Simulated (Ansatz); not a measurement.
```yaml
crystal:
  periodic: [false, false, false]
  atoms:
    - {symbol: Nb, position_ang: [-0.235867, -0.418977, -0.016656]}
    - {symbol: S, position_ang: [0.872019, -0.382845, 1.912002]}
    - {symbol: S, position_ang: [-1.771605, 1.186527, -0.127475]}
    - {symbol: S, position_ang: [1.135453, -0.384705, -1.767871]}
basis:
  gaussian: {orbitals: def2-TZVPD}
total_charge: -1
hamiltonian: {xc: {name: B3LYP}}
scf: {omitted_lower_state_checks: [starts]}
```

```sh
$ ansatz run in.yaml --threads 4 --pin off --events-out ev --progress --plain --max-ram 3916MiB
```

Output, abridged:

```
Functional definition: B3LYP
1259 factors; their error is unknown
mean field evaluation 1: about -34061.1938 eV, gradient 3.9e1 eV
mean field evaluation 2: about -33925.3339 eV, gradient 2.5e2 eV
mean field evaluation 4: about -34065.3873 eV, gradient 7.9e0 eV
mean field evaluation 8: about -34065.5421 eV, gradient 1.7e-1 eV
mean field evaluation 16: about -34065.6232 eV, gradient 1.7e-4 eV
mean field -34065.62324741 eV, -1251.8885638334 hartree, gradient 7.0e-5 eV, S^2 0.000000; 0 other end points of the search recorded, 0 dependent functions left out
reference -34065.62348853 eV, -1251.8885726945 hartree; 31, 31 occupied and 147, 147 virtual orbitals, 1259 factors
Total energy: -34065.62348853 eV, -1251.8885726945 hartree
Checks for a lower state left out: starts
```

Hardware: 4 threads of Arm Neoverse V2 on a shared host. Wall time 2.4 s.

In the def2 sets Nb takes a core potential; there is no spin–orbit coupling. B3LYP takes the VWN-RPA correlation.
